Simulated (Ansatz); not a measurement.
`BCCBO` + `[CH3][SbH2]` → `[BH2][SbH][CH3]` + `CCBO`  (formal exchange of groups at a B–C bond)

Program: Ansatz. Geometries: PBE0-D4/def2-TZVP. ΔE: electronic, gas phase. CBS: MP2 limit from def2 TZ/QZ plus the TZ coupled-cluster correction, frozen cores. Functionals use def2-TZVPP. B3LYP here is the variant with VWN-RPA as its local correlation; programs differ in this. Elements past krypton have def2 core potentials. For Sb outer-core shells are correlated without core-valence functions, which leaves a few kJ/mol of doubt a bond. One conformer a species, not always the lowest.

```tsv
level	ΔE (kJ/mol)	difference from CCSD(T)/CBS
PBE-D4	-10.2	2.2
r2SCAN-D4	-8.1	4.3
PBE0-D4	-9.0	3.4
B3LYP-D4	-6.2	6.2
ωB97X-V	-4.4	8.0
ωB97M-V	-2.9	9.5
B2PLYP	-8.5	3.9
PBE	-9.9	2.5
r2SCAN	-8.2	4.2
PBE0	-8.7	3.7
B3LYP	-5.5	6.9
HF/def2-TZVPP	-4.4	8.0
MP2/def2-TZVPP	-13.4	-1.0
SCS-MP2/def2-TZVPP	-10.5	1.9
CCSD/def2-TZVPP	-9.3	3.1
CCSD(T)/def2-TZVPP	-10.9	1.5
HF/def2-QZVPP	-4.0	8.4
MP2/def2-QZVPP	-14.2	-1.8
SCS-MP2/def2-QZVPP	-11.2	1.2
HF/CBS(def2)	-3.9	8.5
MP2/CBS(def2)	-15.0	-2.6
CCSD/CBS(def2)	-10.8	1.6
CCSD(T)/CBS	-12.4	0
```

Largest T1 diagnostic among the species: 0.015.

In def2-TZVPP, CCSD(T) changes the Hartree–Fock value by −6.5 kJ/mol (the triples alone add −1.6 kJ/mol) and MP2 by −9.1 kJ/mol.
